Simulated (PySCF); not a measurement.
# C5H5F2: g tensor and hyperfine couplings

Species: C5H5F2 (doublet state).
Numbering: `[F:1][C:2]1[CH2:3][C@@:4]12[CH2:5][C@H:6]2[F:7]` (hydrogens: H8, H9 on C3; H10, H11 on C5; H12 on C6)

Computed with UKS B3LYP, IGLO-III on C F, pcH-1 on H, non-relativistic, mean-field spin-orbit, GIAO (PySCF). Geometry: PBE0-D3(BJ)/def2-SVP; no solvent, vibrations or thermal averaging. Stability of the SCF solution: not tested.

- g1, g2, g3: 2.00210, 2.00444, 2.00516
- g_iso: 2.00390
- Form of g: rhombic: the two nearest values differ by 23 % of g3 − g1
- ⟨S²⟩: 0.7531 (exact 0.7500)
- α and β electrons: 27, 26
- Total energy: -393.22487 Eh
- Basis functions: 295

Isotropic coupling and dipolar principal values T1 to T3, in MHz:

| atom | isotope | a_iso | T1 | T2 | T3 | Mulliken spin population |
| --- | --- | --- | --- | --- | --- | --- |
| F1 | 19F | 244.8 | -221.7 | -199.1 | 420.9 | 0.04 |
| C2 | 13C | 450.5 | -68.0 | -62.3 | 130.3 | 0.85 |
| C3 | 13C | 2.3 | -7.2 | -3.5 | 10.6 | 0.01 |
| C4 | 13C | -3.4 | -9.4 | -3.0 | 12.4 | 0.00 |
| C5 | 13C | 5.8 | -3.0 | -2.3 | 5.3 | 0.02 |
| C6 | 13C | 31.5 | -5.4 | -4.5 | 9.9 | 0.04 |
| F7 | 19F | 13.3 | -19.3 | -14.4 | 33.7 | 0.00 |
| H8 | 1H | 47.8 | -6.4 | -4.3 | 10.7 | 0.02 |
| H9 | 1H | 19.9 | -5.8 | -1.5 | 7.3 | 0.01 |
| H10 | 1H | 24.5 | -2.6 | -0.4 | 2.9 | 0.01 |
| H11 | 1H | -0.8 | -2.7 | -1.5 | 4.2 | 0.00 |
| H12 | 1H | -3.9 | -2.7 | -2.2 | 5.0 | 0.00 |

The largest Mulliken spin population is on C2 (+0.85). The angles at C2 add up to 313.8°, so it is pyramidal.

Axes: g3 points within 10° of the F1–C2 bond.

Under fast tumbling the dipolar parts average out, and these isotropic splittings remain: 1 × 19F (F1, I = 1/2, 2 lines) with 8.73 mT, 1 × 1H (H8, I = 1/2, 2 lines) with 1.70 mT, 1 × 1H (H10, I = 1/2, 2 lines) with 0.87 mT, 1 × 1H (H9, I = 1/2, 2 lines) with 0.71 mT, 1 × 19F (F7, I = 1/2, 2 lines) with 0.48 mT and 1 × 1H (H12, I = 1/2, 2 lines) with 0.14 mT.

The 13C coupling of C2 (450.5 MHz) shows only in satellite lines or after enrichment, since that isotope makes up about 1.07 % of natural carbon.
